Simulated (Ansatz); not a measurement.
## Reading a saddle point

A first-order saddle point of ZnH$_{4}$OF$_{2}$, closed shell, PBE0-D4/def2-TZVP, with one imaginary mode of 907i cm⁻¹:

```xyz
8
angstrom
Zn 0.0404 -0.5744 0.4413
H 1.1472 -0.3936 -0.8388
O -0.1556 -1.8242 1.7001
H -0.4039 1.4510 -0.8137
F -0.9830 1.0782 0.0837
H 0.8560 0.4229 -1.2267
F 0.3832 1.4974 -1.6472
H -0.8843 -1.6574 2.3015
```

Program: Ansatz 0.2.0. Basis: def2-TZVPP and def2-QZVPP. Cores are frozen in the correlated methods. The 3s and 3p shells of Cu and Zn are frozen; filled d shells are correlated. Extrapolation: Hartree–Fock as exp(−7.88 √X), correlation as X^−2.97.

(1) Which contacts change along the imaginary mode, and what lies on either side? (Judge from chemistry; the calculation decides.)

(2) Which side is lower, and how far does the saddle lie above each? (To be estimated.)

No T1 diagnostic of these runs exceeds 0.016.

Results:

(1) By the calculation: The step is ZnH₂O ([OH][ZnH]) + HF + HF → ZnHOF ([OH][Zn][F]) + HF + H₂, with the molecules in contact on both sides. Shortening one way: Zn1–F5, H2–H6, H4–F7; lengthening the same way: Zn1–H2, H4–F5, H6–F7.
```csv
pair,one side (Å),saddle (Å),other side (Å)
Zn1–F5,2.37,1.98,1.77
H2–H6,1.48,0.95,0.76
H4–F7,1.62,1.15,0.94
Zn1–H2,1.55,1.70,2.28
H4–F5,0.95,1.13,1.59
H6–F7,0.95,1.25,2.33
```

(2) By the calculation: The side with Zn1–F5, H2–H6, H4–F7 short is lower by 0.358 eV; the saddle lies 0.840 eV above it and 0.483 eV above the other (CCSD(T) at an estimated basis limit (MP2 extrapolated from triple and quadruple zeta, plus CCSD(T) − MP2 in triple zeta); electronic energies).

Labels in which every atom is bracketed show which atoms are joined, not bond orders.

For scale, one of the runs: CCSD(T)/def2-TZVPP, 213 basis functions, launched by `ansatz run in.yaml --threads 8 --pin off --events-out ev --progress --plain --max-ram 19148MiB`. Time: 54 s of wall clock on 8 CPU threads of an Arm Neoverse V1; the host was shared. Peak host memory: 3.3 GiB.
